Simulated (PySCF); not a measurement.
Geometry (Å), atoms numbered from 1 in this order:
```xyz
20

C     2.8957    0.0439    0.1011
C     1.5458    0.4281   -0.4836
C     0.4766    0.6508    0.5820
C     0.1390   -0.6505    1.3494
Se   -1.7711   -1.0074    1.4512
C    -1.8937   -0.7160   -0.4628
C    -1.5246    0.7240   -0.8001
F    -1.0178    0.7248   -2.0874
O    -0.6562    1.3325    0.0629
H     3.6482   -0.0822   -0.6909
H     2.8510   -0.9027    0.6626
H     3.2666    0.8196    0.7906
H     1.2010   -0.3405   -1.1954
H     1.6312    1.3610   -1.0622
H     0.8685    1.3793    1.3087
H     0.5979   -1.5250    0.8630
H     0.5137   -0.6101    2.3812
H    -2.9120   -0.9438   -0.8034
H    -1.2041   -1.4084   -0.9697
H    -2.4173    1.3697   -0.8090
```

Geometry: PBE0-D3(BJ)/def2-SVP; GIAO absolute shieldings from PySCF 2.14, gas phase, non-relativistic, averaged over equivalent atoms.

At PBE0/pcSseg-1 (232 basis functions, 53 s wall time on 1 thread of an Arm Neoverse V1, shared host):
```csv
atoms,σ (ppm)
C7,77.4
C3,112.9
C2,148.1
C4,150.3
C6,151.8
C1,172.3
Se5,1748.1
F8,298.1
O9,218.7
H20,25.70
H15,27.64
H18,28.76
H17,28.77
H16,28.83
H19,29.02
H14,29.38
H13,30.05
H10/H11/H12,30.42
```

Question: What do these become at WP04/pcSseg-1?

Answer: 
```json
{"atoms": "C7", "σ at WP04/pcSseg-1": "61.5", "change": "-15.9"}
{"atoms": "C3", "σ at WP04/pcSseg-1": "97.2", "change": "-15.7"}
{"atoms": "C2", "σ at WP04/pcSseg-1": "135.5", "change": "-12.6"}
{"atoms": "C4", "σ at WP04/pcSseg-1": "135.3", "change": "-15.0"}
{"atoms": "C6", "σ at WP04/pcSseg-1": "137.0", "change": "-14.8"}
{"atoms": "C1", "σ at WP04/pcSseg-1": "158.2", "change": "-14.1"}
{"atoms": "Se5", "σ at WP04/pcSseg-1": "1515.9", "change": "-232.2"}
{"atoms": "F8", "σ at WP04/pcSseg-1": "300.9", "change": "+2.8"}
{"atoms": "O9", "σ at WP04/pcSseg-1": "203.9", "change": "-14.8"}
{"atoms": "H20", "σ at WP04/pcSseg-1": "26.11", "change": "+0.41"}
{"atoms": "H15", "σ at WP04/pcSseg-1": "27.99", "change": "+0.35"}
{"atoms": "H18", "σ at WP04/pcSseg-1": "29.15", "change": "+0.39"}
{"atoms": "H17", "σ at WP04/pcSseg-1": "29.20", "change": "+0.43"}
{"atoms": "H16", "σ at WP04/pcSseg-1": "29.10", "change": "+0.27"}
{"atoms": "H19", "σ at WP04/pcSseg-1": "29.24", "change": "+0.22"}
{"atoms": "H14", "σ at WP04/pcSseg-1": "29.71", "change": "+0.33"}
{"atoms": "H13", "σ at WP04/pcSseg-1": "30.27", "change": "+0.22"}
{"atoms": "H10/H11/H12", "σ at WP04/pcSseg-1": "30.71", "change": "+0.29"}
```

The largest change is at Se5 (selenium bonded to 2 C, in a 6-membered ring). Cost: 232 basis functions, 48 s wall time on 1 thread of an Arm Neoverse V1, shared host. The order of the carbon signals changes between the two levels.

Relativistic effects, spin–orbit coupling among them, are left out; they matter for Se and for the light atoms bonded to it.
